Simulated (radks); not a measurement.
Values are calculated unless marked as measured or tabulated.
The rhodium ion Rh+, configuration [Kr] 4d8.

Code: a radial shooting solver on a logarithmic mesh with Libxc functionals. Model: Dirac Kohn-Sham, RPBE, spin-unpolarised, spherical densities, finite nucleus; open shells fill j = l - 1/2 first; Fermi nuclear charge, rms radius 4.4945 fm.

Energy parts (eV):
total: -130205.985
kinetic: 135740.779
electron-nucleus: -314884.410
Hartree: 52718.886
exchange-correlation: -3781.240

Orbitals (lengths in bohr, moments of r in powers of bohr; r(max) is where P^2 peaks):
orbital  occ.  eigenvalue (eV)      <r^4>     <r^2>   r(max)
1s1/2       2        -23034.34  5.365e-06  0.001438  0.02117
2s1/2       2        -3344.970  0.0009675   0.02368   0.1199
2p1/2       2        -3097.147  0.0006352   0.01777  0.09295
2p3/2       4        -2952.547  0.0007234   0.01911  0.09702
3s1/2       2        -603.9577    0.04688    0.1745   0.3516
3p1/2       2        -507.0013    0.04722    0.1707   0.3383
3p3/2       4        -482.1237    0.05246    0.1802   0.3479
3d3/2       4        -310.6583    0.04996    0.1622   0.2899
3d5/2       6        -305.7523    0.05167    0.1652   0.2927
4s1/2       2         -89.9937      1.807     1.093   0.8826
4p1/2       2         -60.6516      2.665     1.294   0.9292
4p3/2       4         -56.7834      3.001     1.372   0.9540
4d3/2       4         -13.7027      17.62     2.880    1.141
4d5/2       4         -13.3020      18.80     2.968    1.153

The highest occupied level is 4d5/2 at -13.302 eV. The electron density at the nucleus is 1.211e+05 e/bohr^3. For comparison, the ionisation energy in NIST's Atomic Spectra Database is 18.080 eV (semi-empirical). In exact Kohn-Sham theory the highest level is minus the ionisation energy, but local and semilocal functionals leave it too shallow, through self-interaction and a potential that decays too fast; potentials with the right tail come closer. Summed over all electrons, <r^2> = 36.87 bohr^2, which gives a Langevin (diamagnetic) susceptibility term of -29.2 x 10^-6 cm^3/mol.

Run on one thread of a shared host, so times are rough (Arm Neoverse N1): 0.15 s of CPU time, 0.15 s wall, 15 iterations on 2259 mesh points.

Beside tabulated values, note that spin-unpolarised runs miss the spin-polarisation part of the exchange energy of open shells.
